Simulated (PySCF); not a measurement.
Isomers of C5H8FNO, one GFN2-xTB conformer each. Single-point energies are computed at PBE0/pcSseg-1 (PySCF, gas phase, no added dispersion term), electronic only.

```csv
SMILES,GFN2-xTB relative energy (kcal/mol)
CC(=O)N/C(C)=C\F,0.0
O=CN[C@@H]1CC[C@H]1F,1.7
```

Conformers: `[CH3:1][C:2](=[O:3])[NH:4]/[C:5]([CH3:6])=[CH:7]\[F:8]` with C1–C2–N4–C5 180°, C2–N4–C5–C6 0°; `[O:1]=[CH:2][NH:3][C@@H:4]1[CH2:5][CH2:6][C@H:7]1[F:8]` with O1–C2–N3–C4 1°, C2–N3–C4–C5 -124°, N3–C4–C5–C6 -135°, C4–C5–C6–C7 14°, C5–C6–C7–F8 -132°, N3–C4–C7–C6 135°.

Problem. What does PBE0/pcSseg-1 give for the same structures?

Solution. 
```
              SMILES  PBE0/pcSseg-1 E (Eh)  PBE0/pcSseg-1 (kcal/mol)  GFN2-xTB (kcal/mol)  point group
    CC(=O)N/C(C)=C\F            -424.64905                       0.0                  0.0           Cs
O=CN[C@@H]1CC[C@H]1F            -424.63789                       7.0                  1.7           C1
```

Both levels put the same isomer lowest. As drawn, the lower has a C=C bond outside aromatic rings, which the higher lacks; the higher has a four-membered ring, which the lower lacks.

Problem. Which frontier levels, dipoles and rotational constants go with these structures?

Solution. 
| SMILES | HOMO (eV, PBE0/pcSseg-1) | LUMO (eV) | dipole (D) | A, B, C (MHz) |
| --- | --- | --- | --- | --- |
| CC(=O)N/C(C)=C\F | -6.43 | -0.02 | 1.60 | 3279, 1365, 975.5 |
| O=CN[C@@H]1CC[C@H]1F | -7.54 | 0.67 | 4.73 | 3618, 1301, 1095 |
